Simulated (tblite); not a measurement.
Isomers of C6H9O3P. Computed values, GFN2-xTB/tblite, gas phase, harmonic and unscaled. The method is semi-empirical: single wavenumbers can be off by several per cent or more. One conformer each.

Electronic energies: GFN2-xTB at the same geometries; isomer energies are rough at this level and their order can be wrong.

```json
{"SMILES": "C[P@@](=O)(CO)c1ccoc1", "electronic energy, lowest = 0 (kJ/mol)": "116.3"}
{"SMILES": "C#CCP(CO)C(=O)OC", "electronic energy, lowest = 0 (kJ/mol)": "420.2"}
{"SMILES": "CC[P@@](=O)(O)c1ccoc1", "electronic energy, lowest = 0 (kJ/mol)": "0.0"}
```

**Question.** How do GFN2-xTB zero-point energies change the relative energies?

**Answer.** 
```tsv
SMILES	ZPE (kJ/mol)	of it from modes above 1550 cm⁻¹	electronic (kJ/mol)	with ZPE, lowest = 0 (kJ/mol)	lowest mode (cm⁻¹)	rings
CC[P@@](=O)(O)c1ccoc1	373.2	177.8	0.0	0.0	34	1
C[P@@](=O)(CO)c1ccoc1	370.2	166.7	116.3	113.3	40	1
C#CCP(CO)C(=O)OC	360.1	189.4	420.2	407.0	7	0
```

The zero-point energies span 13.1 kJ/mol, from `C#CCP(CO)C(=O)OC` to `CC[P@@](=O)(O)c1ccoc1`. The order is unchanged.
